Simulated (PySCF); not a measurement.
**N²⁺: ionisation energy**

N²⁺ [He] 2s2 2p1 (2P) → N³⁺ [He] 2s2 (1S), as a difference of total energies. Calculation: PySCF 2.14, in x2c-QZVPPall with one added diffuse shell each of s, p, d, f type (8s5p4d3f1g, 73 functions); the spin-free X2C one-electron Hamiltonian (Gaussian nucleus). Correlated levels: valence: 1s2 frozen; valence and next inner shell: nothing frozen. The calculations carry no spin-orbit coupling.

| method | ionisation energy (eV) |
| --- | --- |
| UHF | 47.298 |
| LDA | 47.869 |
| PBE | 48.024 |
| PBE0 | 48.007 |
| r2SCAN | 48.230 |
| B3LYP | 48.296 |
| TPSSh | 48.201 |
| wB97X-V | 47.745 |
| M06-2X | 47.602 |
| MP2 (valence) | 47.527 |
| SCS-MP2 (valence) | 47.480 |
| MP2 (valence and next inner shell) | 47.567 |
| SCS-MP2 (valence and next inner shell) | 47.510 |

**Question.** How much does correlation contribute at MP2 (valence and next inner shell)?

**Answer.** 47.567 − (47.298) = 0.269 eV, measured against UHF.

A first-order spin-orbit estimate (lowest level to lowest level, LS coupling) adds 0.015 eV.

Errors of the correlated levels include the incompleteness of this basis and the frozen core.

For comparison: 47.445 eV (semi-empirical (NIST evaluation); NIST Atomic Spectra Database, ionization energies).
